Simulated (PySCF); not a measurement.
r2SCAN0 on Ca⁻ (calcium, charge -1), [Ar] 3d1 4s2, 2D determinant. Calculation: PySCF 2.14, in def2-TZVPPD (6s5p3d, 36 functions); the non-relativistic Hamiltonian (point nucleus).

```
cycle= 1 E= -677.45776397  delta_E= -0.0026  |g|= 0.024  |ddm|= 0.256
cycle= 2 E= -677.458006027625  delta_E= -0.000242  |g|= 0.0194  |ddm|= 0.0976
cycle= 3 E= -677.458211055693  delta_E= -0.000205  |g|= 0.00162  |ddm|= 0.046
cycle= 4 E= -677.458234422014  delta_E= -2.34e-05  |g|= 0.000701  |ddm|= 0.0156
cycle= 5 E= -677.458239981048  delta_E= -5.56e-06  |g|= 0.000133  |ddm|= 0.0108
cycle= 6 E= -677.458240048658  delta_E= -6.76e-08  |g|= 1.87e-05  |ddm|= 0.00176
cycle= 7 E= -677.458240050436  delta_E= -1.78e-09  |g|= 4.73e-06  |ddm|= 0.000468
cycle= 8 E= -677.458240050616  delta_E= -1.8e-10  |g|= 9.53e-07  |ddm|= 0.000189
converged SCF energy = -677.458240050616  <S^2> = 0.77064376  2S+1 = 2.0205383
```

Highest occupied orbital energy: 3.000 eV; ⟨L²⟩ = 6.05; populations by l: s 7.99, p 12.00, d 1.01.

Task: Can this result be used?

Result: With care. The calculation finished and met its thresholds. The configuration of this anion was assumed by filling the next shell in order. It is not the known or likely ground configuration (Ca⁻, Sr⁻ and Ba⁻, for instance, bind a p electron), so these values are not the electron affinity of the element. At r2SCAN0 the highest occupied level has a positive energy, so only the finite basis holds that electron.
